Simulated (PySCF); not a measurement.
Ionisation energy of Er²⁺ by level of theory

Er²⁺ [Xe] 4f12 [4f5/2^6 4f7/2^6, M_J = 6] → Er³⁺ [Xe] 4f11 [4f5/2^6 4f7/2^5, M_J = 15/2], as a difference of total energies. Calculation: PySCF 2.14, in x2c-SVPall-2c; the two-component X2C-1e Hamiltonian. Correlated levels: [Ar] 3d10 frozen; the 16 highest virtual spinors dropped. "Screened" scales the spin-orbit matrix elements by Boettger's factors to mimic the two-electron term; Breit and QED terms are absent.

| method | ionisation energy (eV) |
| --- | --- |
| GHF (spin-free) | 18.186 |
| GMP2 (spin-free) | 23.104 |
| GHF (screened spin-orbit) | 17.853 |
| GMP2 (screened spin-orbit) | 22.783 |

The spin-free rows relax to the high-spin LS determinant and lack the spin-orbit shift.

Errors of the correlated levels include the incompleteness of this basis and the frozen core.

The labels give the starting determinants; with spin-orbit coupling the two ends relaxed to ⟨J²⟩ = 42.01, ⟨L²⟩ = 30.18, ⟨S²⟩ = 2.08 and ⟨J²⟩ = 63.76, ⟨L²⟩ = 42.43, ⟨S²⟩ = 3.77.

Task: Which method comes closest to the reference value, and which is furthest?

Result: The reference is 22.7 ± 0.03 eV (semi-empirical (NIST evaluation); NIST Atomic Spectra Database, ionization energies). Closest: GMP2 (screened spin-orbit) (error 0.083 eV); furthest: GHF (screened spin-orbit) (error -4.847 eV).
